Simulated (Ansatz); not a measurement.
```xyz
12

Si   -0.140   -1.843   -0.119
C    -1.067   -0.277   -0.549
C    -0.684    0.980   -0.296
Si    0.918    1.530    0.494
H     0.731   -1.641    1.067
H    -1.132   -2.908    0.185
H     0.697   -2.300   -1.262
H    -2.031   -0.421   -1.040
H    -1.361    1.783   -0.594
H     2.007    0.553    0.235
H     0.761    1.701    1.964
H     1.301    2.844   -0.087
```

The species carries charge 0 and has multiplicity 1.

Q: List the ωB97M-V/def2-TZVPP orbital energies in eV (Ansatz 0.2.0). (Best estimate.)

A: Ansatz gave: Occupied: -1806.87, -1806.87, -281.70, -281.68, -147.97, -147.97, -102.08, -102.08, -102.07, -102.07, -102.07, -102.07, -24.32, -19.47, -18.01, -16.29, -15.47, -12.90, -12.61, -12.20, -12.03, -11.72, -10.70, -10.20. Lowest empty: 0.89, 2.08, 2.42, 2.94, 3.09, 3.34, 3.44, 3.49.
